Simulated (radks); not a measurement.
Problem. Species: the silicon ion Si2+. Configuration: [Ne] 3s2. All-electron calculation, Dirac Kohn-Sham, PBE, spin-unpolarised, spherical densities, point nucleus. Program: a radial shooting solver on a logarithmic mesh with Libxc functionals. Some entries of the table are withheld. Estimate them.

orbital,occ.,eigenvalue (hartree),<r> (bohr)
1s1/2,2,(1),0.1113
2s1/2,2,-5.90896,0.5671
2p1/2,2,(2),0.5347
2p3/2,4,(3),0.5369
3s1/2,2,-1.04865,1.951
3p1/2,0,(4),(5)
3p3/2,0,(6),(7)

Solution. 
(1) 1s1/2 eigenvalue (hartree): -66.43207
(2) 2p1/2 eigenvalue (hartree): -4.31179
(3) 2p3/2 eigenvalue (hartree): -4.28790
(4) 3p1/2 eigenvalue (hartree): -0.75476
(5) 3p1/2 <r> (bohr): 2.231
(6) 3p3/2 eigenvalue (hartree): -0.75285
(7) 3p3/2 <r> (bohr): 2.236
